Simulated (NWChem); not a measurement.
# Basis-set convergence for MoO₃

SMILES: [O]=[Mo](=[O])=[O]
```xyz
4

Mo     0.1438     0.1374     0.0000
O      0.3055    -0.8237     1.3971
O      0.3055    -0.8237    -1.3971
O     -1.3661     0.9260     0.0000
```
Charge 0, spin multiplicity 1.

Program: NWChem. Structure: optimised with B3LYP/def2-SVP with def2 effective core potentials on Mo, a minimum by its harmonic frequencies.

Quantity: first vertical ionisation energy at the level G0W0@PBE.

Effective core potentials replace the inner electrons of Mo; spin-orbit coupling is left out. GW and range-separated runs recompute their integrals, the others keep them in memory, which bears on the times. The structure started from a generated list of species.

Relative cost: rough, from shared machines, SCF included, def2-SVP = 1.

```json
[
 {"basis": "def2-SVP", "functions": "73", "first vertical ionisation energy (eV)": "[?]", "relative cost": "1"},
 {"basis": "def2-SVPD", "functions": "103", "first vertical ionisation energy (eV)": "[?]", "relative cost": "under 3"},
 {"basis": "def2-TZVP", "functions": "133", "first vertical ionisation energy (eV)": "[?]", "relative cost": "4"},
 {"basis": "def2-TZVPP", "functions": "149", "first vertical ionisation energy (eV)": "10.27", "relative cost": "5"},
 {"basis": "def2-TZVPD", "functions": "160", "first vertical ionisation energy (eV)": "10.27", "relative cost": "6"}
]
```

Task: Complete the blanks.

Result: 
- def2-SVP, first vertical ionisation energy (eV): 9.81
- def2-SVPD, first vertical ionisation energy (eV): 9.97
- def2-TZVP, first vertical ionisation energy (eV): 10.25
